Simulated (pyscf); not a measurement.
## HS–Zn–Cl (SMILES [SH][Zn][Cl]), singlet

Gas-phase minimum from PySCF at ωB97X-D3(BJ)/def2-SVP, one conformer. 

```xyz
4

S     -0.9816     1.1592     0.2939
Zn    -1.0074    -1.0016     0.3163
Cl    -1.0292    -3.1040     0.3434
H     -1.6948     1.2274    -0.8494
```

Bonded distances (Å): S1–Zn2 2.161, S1–H4 1.349, Zn2–Cl3 2.103. Angles (°): Zn2–S1–H4 93.0, S1–Zn2–Cl3 179.8.

Properties at ωB97X-D3(BJ)/def2-SVP:

```
Property                                                                                                                                          Value
---------------------------------------------------------------------------------------------------------------------  --------------------------------
Harmonic wavenumbers, unscaled                                                                                         94, 99, 350, 497, 650, 2747 cm⁻¹
Zero-point energy                                                                                                                          6.3 kcal/mol
Rotational symmetry number                                                                                                                            1
Entropy of this conformer at 298 K and 1 atm, rigid rotor and harmonic oscillator, modes under 100 cm⁻¹ raised to 100                   306.6 J/(mol K)
Dipole moment                                                                                                                                    1.21 D
```

Single-point totals, which compare only within one level (frozen core for MP2 and CC):

```csv
level,total energy (hartree)
ωB97X-D3(BJ)/def2-TZVP,-2638.49080
PBE/def2-TZVP,-2637.88046
r²SCAN/def2-TZVP,-2638.43742
B3LYP-D3(BJ)/def2-TZVP,-2638.59724
PBE0-D3(BJ)/def2-TZVP,-2637.97239
M06-2X/def2-TZVP,-2638.45203
ωB97M-D3(BJ)/def2-TZVP,-2638.63653
HF/def2-TZVPP,-2635.54249
MP2/def2-TZVPP,-2636.73372
CCSD/def2-TZVPP,-2636.68436
CCSD(T)/def2-TZVPP,-2636.71903
```

Soft torsions are taken as harmonic, which can shift the entropy by several J/(mol K). The CCSD(T) − MP2 part came from Ansatz, without density fitting, on the same reference. The frozen core leaves the outer d or s,p core shells of the metals and heavy elements correlated in the MP2 and CC values, and def2-TZVPP describes them poorly, so these totals are far from the basis limit. Elements up to Kr have no core potential and no relativistic terms here.
